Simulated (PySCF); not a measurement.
ClH3OSiZn. Atoms are numbered in the order given.

```xyz
7

Zn     0.1301    -0.4775     0.0000
Cl    -0.2010    -2.5527     0.0000
O      0.5077     1.2470     0.0000
Si    -0.2265     2.7237     0.0000
H     -1.0944     2.9091     1.2065
H      0.8113     3.7946     0.0000
H     -1.0944     2.9091    -1.2065
```

Geometry: B3LYP-D3(BJ)/def2-SVP. The structure was generated by enumeration; whether it is a known compound was not checked. The values are those of a single conformer.

The numbers are results of PBE/pcSseg-1 (PySCF), not measurements.

GIAO shieldings, no solvent; atoms alike by connectivity are averaged. δ = σ(ref) − σ: ³⁵Cl against HCl (σ = 936.5 ppm); ¹⁷O against H2O (σ = 334.3 ppm); ²⁹Si against TMS (σ = 335.4 ppm); ¹H against TMS (σ = 31.49 ppm), references at their B3LYP-D3(BJ)/def2-TZVP geometries, non-relativistic (without spin–orbit terms, shifts of atoms bonded to Cl or Br come out too high).

### Question
Estimate the chemical shifts. (An estimate is asked for; the answer gives what the named calculation found.)

### Answer

| nucleus | atoms | count | δ (ppm) |
|---|---|---|---|
| ³⁵Cl | Cl2 | 1 | -106.6 |
| ¹⁷O | O3 | 1 | 20.2 |
| ²⁹Si | Si4 | 1 | -31.4 |
| ¹H | H5, H6, H7 | 3 | 5.77 |
